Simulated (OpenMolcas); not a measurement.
Cu6+: Racah parameters, worked from levels

* Program: OpenMolcas 26.06
* Basis: ANO-RCC-VTZP [6s5p3d2f1g]
* Scalar Hamiltonian: DKH2, point nucleus
* Active space: 11 electrons in 8 orbitals (RAS1 3p, at most 2 holes; RAS2 3d)
* State averaging: 2S+1 = 6 even, 1 root; 2S+1 = 4 even, 24 roots; 2S+1 = 2 even, 53 roots
* Spin-orbit coupling: state interaction with AMFI integrals over the reference wave functions, term energies averaged over their components

Methods: RASSCF; MS-RASPT2, IPEA 0.25 Eh, imaginary shift 0.1 Eh (closed shells correlated: 3s).

**Racah parameters.** Above ⁶S, d5 has ⁴D at 17B + 5C, ⁴G at 10B + 5C and ⁴P at 7B + 7C. The first two fix B and C, and the third tests them; where it misses by thousands of cm-1, two parameters do not describe the configuration (Trees and configuration-interaction terms are left out) and B and C hang on the terms chosen. Term energies are centres of gravity, weighted by 2J + 1.

```json
{"Source": "RASSCF", "⁴D": "62199", "⁴G": "52179", "B": "1431", "C": "7573", "C/B": "5.29", "⁴P from B, C": "63028", "⁴P found": "53998"}
{"Source": "MS-RASPT2", "⁴D": "57800", "⁴G": "47759", "B": "1434", "C": "6683", "C/B": "4.66", "⁴P from B, C": "56819", "⁴P found": "52550"}
```

Energies in cm-1. From RASSCF to MS-RASPT2, B changes by +0.2 % and C by -11.8 %.

Term energies are means over components that CASPT2 splits; among the terms shown or strongly mixed into the levels shown the widest spread is 260 cm-1 (3d⁵ ⁴G, MS-RASPT2). Active for correlation alone: 3p; no level in the range computed is led by a configuration that opens it, so any true level of that kind is missing. Without dynamic correlation excited terms often stand tens of per cent too high (terms of higher spin than the ground term too low), and those without a measured partner can miss by more than the paired ones (holds for RASSCF). Some levels mix across a computed gap that differs much from the measured one, so their mixing is not that of the real levels (holds for RASSCF). Only configurations of the active space appear.
